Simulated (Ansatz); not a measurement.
`N=[CH][GeH2][CH2]Cl` + `[SH][GeH3]` → `Cl[CH2][GeH3]` + `N=[CH][GeH2][SH]`  (redistribution)

Computed with Ansatz on PBE0-D4/def2-TZVP structures; ΔE is electronic, products minus reactants. CBS: MP2 limit from def2 TZ/QZ plus the TZ coupled-cluster correction, frozen cores. Functionals use def2-TZVPP. B3LYP here is the variant with VWN-RPA as its local correlation; programs differ in this. For Ge outer-core shells are correlated without core-valence functions, which leaves a few kJ/mol of doubt a bond. Scalar relativity is left out up to krypton. Each species was taken in one conformer, which may not be the lowest.

`N=[CH][GeH2][CH2]Cl`:

```xyz
11

N     1.169   -2.182   -0.753
C     0.275   -1.554   -0.115
Ge    0.435    0.281    0.583
C    -0.961    1.411   -0.222
Cl   -2.570    0.773    0.206
H     2.020   -1.625   -0.863
H    -0.672   -2.079    0.049
H     0.264    0.325    2.110
H     1.830    0.799    0.172
H    -0.905    2.436    0.141
H    -0.886    1.415   -1.308
```

`[SH][GeH3]`:

Z-matrix (Å, degrees):
```
Ge
S 1 2.224
H 1 1.536 2 110.4
H 1 1.533 2 104.8 3 119.2
H 1 1.536 2 110.4 3 -121.7
H 2 1.343 1 94.6 3 60.6
```

`Cl[CH2][GeH3]`:

Z-matrix (Å, degrees):
```
C
Ge 1 1.966
Cl 1 1.781 2 110.6
H 1 1.089 2 111.1 3 -119.4
H 1 1.089 2 111.1 3 119.4
H 2 1.534 1 109.0 3 60.1
H 2 1.540 1 108.8 3 179.9
H 2 1.534 1 109.0 3 -60.3
```

`N=[CH][GeH2][SH]`:

```xyz
9

N     0.537    1.318    1.351
C     0.706    0.772    0.222
Ge   -0.019   -1.029   -0.073
S    -1.451   -0.945   -1.776
H     0.939    2.258    1.380
H     1.218    1.265   -0.618
H     1.076   -1.993   -0.557
H    -0.697   -1.516    1.213
H    -2.310   -0.130   -1.142
```

Q: Is it downhill or uphill in electronic energy at CCSD(T)/CBS, and by how much? (An estimate is asked.)

A: Ansatz gave: Downhill: ΔE = -0.04 eV.

Q: What do these levels give: PBE-D4, ωB97X-V, PBE0, B3LYP, HF/def2-TZVPP, SCS-MP2/def2-QZVPP? (Best estimate.)

A: Ansatz gave: PBE-D4 -0.03, ωB97X-V -0.04, PBE0 -0.04, B3LYP -0.05, HF/def2-TZVPP -0.06, SCS-MP2/def2-QZVPP -0.05 eV.

Largest T1 diagnostic among the species: 0.012.
